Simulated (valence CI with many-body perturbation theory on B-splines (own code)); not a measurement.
## E1 line list for In XXXVI

Method: configuration interaction combined with many-body perturbation theory (CI+MBPT): four valence electrons over a frozen Dirac-Fock core [Ne], a basis of 11 s, 11 p, 10 d, 8 f, 5 g, 2 h functions for each j, with the one-electron correlation potential Σ1, the two-electron term Σ2, the three-electron term Σ3, Breit, model QED; selected CI, second order for the rest, scaled by the run's own slope (own B-spline code, finite nucleus).

No measured spectrum was set against this ion. As an estimate, large intervals hold to a few tenths of a per cent, small ones and those within an open d or f shell to about a per cent. Among the levels kept, up to 690 cm⁻¹ of a level comes from second order outside the variational space, and about a tenth of that is noise between levels of different J, which matters for small intervals.

Lines 1 to 50 of 552 in falling wavelength, among levels below 4199.1 × 10³ cm⁻¹, chosen from the strongest by gf and those to the six lowest levels. Wavelengths and rates use the calculated energies. Electric multipoles are in the length gauge, E1 and E2 with the static RPA response of the core. Weak lines are less certain than strong ones. Lines between different terms over intervals too small for the method are left out, as are lines whose strength nearly cancels. Where a level lies close to another of its J and parity, the split of strength between their lines is uncertain. The highest levels of a list are the least certain.

Levels are named by their leading jj configuration (3d3/2^4 stands for four electrons in 3d with j = 3/2), which in mixed levels can hold well under half, so a name can repeat and another be missing. Letters in brackets count levels of one name in rising energy.

```
λ vac (nm)                           Upper                           Lower   A (s⁻¹)  log gf  Branch %
     38.44          (3s 3p1/2^2 3p3/2) J=2              (3s^2 3p3/2^2) J=2  6.40e+06   -3.15       0.1
     33.06          (3s 3p1/2^2 3p3/2) J=1              (3s^2 3p3/2^2) J=0  8.38e+06   -3.39       0.0
     24.82          (3s 3p1/2^2 3p3/2) J=1              (3s^2 3p3/2^2) J=2  1.15e+08   -2.50       0.2
     18.74      (3s 3p1/2 3d3/2 3d5/2) J=5      (3s 3p3/2^2 3d5/2) J=4 [b]  1.31e+09   -1.12       1.9
     17.13      (3s 3p1/2 3p3/2^2) J=2 [a]              (3s^2 3p3/2^2) J=2  2.85e+08   -2.20       8.0
     16.76          (3s^2 3p1/2 3d3/2) J=2              (3s^2 3p3/2^2) J=2  1.78e+08   -2.43      62.5
     16.13       (3p1/2 3p3/2^2 3d5/2) J=5          (3s^2 3d3/2 3d5/2) J=4  4.47e+09   -0.72       3.1
     15.90          (3s 3p1/2 3d5/2^2) J=5      (3s 3p3/2^2 3d5/2) J=4 [b]  2.25e+09   -1.03       3.3
     15.23          (3s 3p1/2^2 3p3/2) J=2          (3s^2 3p1/2 3p3/2) J=2  2.21e+09   -1.41      39.8
     15.16          (3s 3p1/2 3p3/2^2) J=3              (3s^2 3p3/2^2) J=2  2.47e+09   -1.22      77.5
     14.98          (3s^2 3p1/2 3d3/2) J=1              (3s^2 3p3/2^2) J=0  5.02e+08   -2.29       0.2
     14.97      (3s 3p1/2 3p3/2 3d5/2) J=5          (3s^2 3p3/2 3d5/2) J=4  4.61e+09   -0.77     100.0
     14.25          (3s 3p1/2^2 3p3/2) J=2          (3s^2 3p1/2 3p3/2) J=1  3.34e+09   -1.29      60.1
     14.14       (3p1/2^2 3p3/2 3d5/2) J=4  (3s 3p1/2 3p3/2 3d5/2) J=3 [d]  4.41e+09   -0.92       3.8
     14.00       (3p1/2^2 3p3/2 3d5/2) J=4  (3s 3p1/2 3p3/2 3d5/2) J=4 [d]  2.90e+09   -1.12       2.5
     13.73   (3p1/2 3p3/2^2 3d5/2) J=3 [b]      (3s 3p3/2^2 3d5/2) J=2 [b]  3.81e+09   -1.12       1.7
     13.64       (3p1/2^2 3p3/2 3d3/2) J=3  (3s 3p1/2 3p3/2 3d3/2) J=3 [b]  3.96e+09   -1.11       3.4
     13.63      (3s 3p1/2 3p3/2^2) J=1 [a]              (3s^2 3p3/2^2) J=0  1.89e+09   -1.80       1.1
     13.38       (3p1/2^2 3p3/2 3d5/2) J=4  (3s 3p1/2 3p3/2 3d5/2) J=3 [c]  4.16e+09   -1.00       3.6
     13.14  (3s 3p1/2 3p3/2 3d5/2) J=3 [e]          (3s^2 3p3/2 3d5/2) J=3  4.02e+09   -1.14       1.7
     13.02          (3s^2 3p1/2 3d3/2) J=1              (3s^2 3p3/2^2) J=2  1.14e+09   -2.06       0.4
     12.99   (3p1/2 3p3/2^2 3d5/2) J=4 [a]          (3s 3p3/2^2 3d5/2) J=5  4.24e+09   -1.02       4.3
     12.89       (3p1/2^2 3p3/2 3d3/2) J=2  (3s 3p1/2 3p3/2 3d5/2) J=2 [a]  5.99e+09   -1.13       8.5
     12.84   (3p1/2 3p3/2^2 3d5/2) J=2 [b]      (3s 3p3/2^2 3d5/2) J=3 [c]  6.36e+09   -1.10       2.6
     12.77          (3s 3p1/2 3d5/2^2) J=3      (3s 3p3/2^2 3d5/2) J=2 [a]  4.83e+09   -1.08       2.6
     12.61       (3p1/2^2 3p3/2 3d5/2) J=3  (3s 3p1/2 3p3/2 3d5/2) J=4 [d]  4.39e+09   -1.14       4.1
     12.52          (3s^2 3p1/2 3d5/2) J=2              (3s^2 3p3/2^2) J=2  1.18e+09   -1.86       1.6
     12.51          (3s 3p1/2^2 3p3/2) J=1          (3s^2 3p1/2 3p3/2) J=2  8.34e+09   -1.23      15.1
     12.37          (3s^2 3p1/2 3d5/2) J=3              (3s^2 3p3/2^2) J=2  1.48e+09   -1.62       2.8
     12.34          (3s 3p1/2^2 3d5/2) J=2          (3s 3p1/2 3p3/2^2) J=3  1.28e+10   -0.83      30.2
     12.34      (3s 3p1/2 3p3/2^2) J=1 [b]              (3s^2 3p3/2^2) J=0  2.52e+09   -1.76       0.9
     12.24          (3s 3p1/2 3d5/2^2) J=5          (3s 3p3/2^2 3d5/2) J=5  5.68e+09   -0.85       8.4
     12.21       (3p1/2^2 3p3/2 3d5/2) J=2  (3s 3p1/2 3p3/2 3d5/2) J=2 [b]  8.58e+09   -1.02       6.6
     12.12  (3s 3p1/2 3p3/2 3d5/2) J=2 [b]          (3s^2 3p3/2 3d5/2) J=2  8.51e+09   -1.03       4.8
     12.06       (3p1/2^2 3p3/2 3d3/2) J=3  (3s 3p1/2 3p3/2 3d5/2) J=3 [a]  6.24e+09   -1.02       5.4
     11.99      (3s 3p1/2 3p3/2^2) J=1 [a]              (3s^2 3p3/2^2) J=2  4.96e+08   -2.49       0.3
     11.95  (3s 3p1/2 3d3/2 3d5/2) J=3 [e]          (3s 3p3/2^2 3d3/2) J=4  6.85e+09   -0.99       2.8
     11.84          (3s 3p1/2^2 3p3/2) J=1          (3s^2 3p1/2 3p3/2) J=1  1.80e+09   -1.94       3.3
     11.77       (3p1/2^2 3p3/2 3d5/2) J=3  (3s 3p1/2 3p3/2 3d5/2) J=4 [c]  1.05e+10   -0.82       9.7
     11.71   (3p1/2 3p3/2^2 3d5/2) J=3 [a]      (3s 3p3/2^2 3d5/2) J=4 [a]  1.24e+10   -0.75       7.3
     11.61       (3p1/2^2 3p3/2 3d5/2) J=2  (3s 3p1/2 3p3/2 3d5/2) J=3 [b]  1.75e+10   -0.75      13.4
     11.58  (3s 3p1/2 3d3/2 3d5/2) J=2 [d]      (3s 3p3/2^2 3d3/2) J=3 [a]  8.86e+09   -1.05       3.2
     11.34      (3s 3p1/2 3p3/2^2) J=2 [b]              (3s^2 3p3/2^2) J=2  4.63e+09   -1.35       2.3
     11.24       (3p1/2^2 3p3/2 3d3/2) J=3  (3s 3p1/2 3p3/2 3d5/2) J=4 [b]  1.62e+10   -0.67      14.0
     11.19          (3s 3p1/2 3d5/2^2) J=5      (3s 3p3/2^2 3d5/2) J=4 [a]  4.18e+09   -1.06       6.2
     11.04       (3p1/2^2 3p3/2 3d5/2) J=4      (3s 3p1/2 3p3/2 3d5/2) J=5  3.26e+10   -0.27      27.9
     11.03       (3p1/2^2 3p3/2 3d3/2) J=2  (3s 3p1/2 3p3/2 3d3/2) J=3 [a]  2.09e+10   -0.72      29.7
     10.98      (3s 3p1/2 3p3/2^2) J=1 [b]              (3s^2 3p3/2^2) J=2  4.96e+09   -1.57       1.7
     10.94   (3p1/2 3p3/2^2 3d5/2) J=4 [b]      (3s 3p3/2^2 3d5/2) J=4 [a]  1.44e+10   -0.63       9.2
     10.92       (3p1/2^2 3p3/2 3d3/2) J=3  (3s 3p1/2 3p3/2 3d5/2) J=4 [a]  1.79e+10   -0.65      15.5
```

Question: How does gf follow from A for the line at 13.38 nm?

Answer: gf = 1.4992 × (2J+1)_upper × A / σ², with σ = 747522 cm⁻¹ and 2J+1 = 9: gf = 0.101.
